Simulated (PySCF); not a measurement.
# Ionisation energy of As⁺ by level of theory

As⁺ [Ar] 3d10 4s2 4p2 (3P) → As²⁺ [Ar] 3d10 4s2 4p1 (2P), as a difference of total energies. All numbers are calculated (PySCF 2.14, scalar relativity by spin-free X2C-1e, in x2c-SVPall (5s4p3d, 32 functions)). Correlated levels: valence: [Ar] 3d10 frozen. The calculations carry no spin-orbit coupling.

Task: Order these methods by the ionisation energy they give, lowest first.
A. MP2 (valence)
B. CCSD(T) (valence)
C. UHF
D. MN15

Result: C (18.001 eV), A (18.262 eV), B (18.296 eV), D (18.658 eV).

The reference lies between the lowest fine-structure levels, while these numbers refer to the centres of the terms.

Errors of the correlated levels include the incompleteness of this basis and the frozen core.

For comparison: 18.589 eV (measured; NIST Atomic Spectra Database, ionization energies).
